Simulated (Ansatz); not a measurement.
Ideal-gas functions of CH4BNOSi (`N=C1OB1[SiH3]`) at 298.15 K and 1 bar, from an Ansatz frequency run at PBE0-D4/def2-TZVP.

Molar mass 84.95 g/mol, point group Cs (symmetry number 1), electronic degeneracy 1, moments of inertia 32.951, 277.772, 304.821 u Å². Harmonic wavenumbers (cm⁻¹, unscaled): 52, 153, 184, 385, 454, 489, 594, 626, 705, 862, 880, 930, 937, 1006, 1163, 1397, 1907, 2228, 2236, 2245, 3527.

Use S(trans) = R[1.5 ln M + 2.5 ln T − 1.1517]; rotational temperatures θ = 24.2544 K / I; S(rot) = R[ln(√π/σ · √(T³/θAθBθC)) + 1.5]; for each mode x = 1.438777 ν̃/T, S = R[x/(eˣ − 1) − ln(1 − e⁻ˣ)] and H = RT x/(eˣ − 1); 1 cm⁻¹ = 0.0119627 kJ/mol; R = 8.31446 J/(mol·K).

Question: By hand: the entropy, in J/(mol·K).

Answer: Translation 164.3. Rotation: θ = 0.7361, 0.0873, 0.0796 K, giving 110.2. Vibration, mode by mode: 19.83, 11.02, 9.57, 4.27, 3.28, 2.87, 1.93, 1.70, 1.26, 0.68, 0.63, 0.52, 0.50, 0.38, 0.20, 0.08, 0.01, 0.00, 0.00, 0.00, 0.00, in all 58.7. Electronic 0.0. Sum 333.2 J/(mol·K).

Question: By hand: H − E and G − E in kJ/mol, counted from the electronic energy.

Answer: Zero-point energy ½ × 22960 × 0.0119627 = 137.3; thermal vibration 9.4; translation, rotation and pV give 4 RT = 9.9. H − E = 156.6 kJ/mol, and G − E = 156.6 − 298.15 × 333.2/1000 = 57.3 kJ/mol.

Vibration gives 18 % of the entropy, 19.8 J/(mol·K) of it from the mode under 150 cm⁻¹: soft modes count most, and the harmonic formula is weakest for them. The sum counts one conformer and one mirror image; others add a mixing term.
